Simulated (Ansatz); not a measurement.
Species: C3H5NO, SMILES `C=CC(N)=O` (C–C–C–O torsion 0°, O–C–N–H torsion 0°) (charge 0, multiplicity 1).

### Question
Give a relaxed geometry from B3LYP-D3(BJ)/def2-TZVP run with Ansatz (a quantum-chemistry and plane-wave program).

### Answer
This is not unique; one that fits is the end point of this relaxation, one of several conformers (outside a Z-matrix the atoms follow the SMILES, hydrogens last).
Cartesian coordinates (Å) in one orientation:
```xyz
10

C      1.480    -0.750     0.845
C      0.213    -0.562     0.498
C     -0.191     0.620    -0.321
N     -1.524     0.683    -0.601
O      0.595     1.464    -0.711
H      1.788    -1.600     1.438
H      2.235    -0.039     0.533
H     -0.558    -1.262     0.801
H     -1.863     1.455    -1.148
H     -2.175    -0.009    -0.277
```
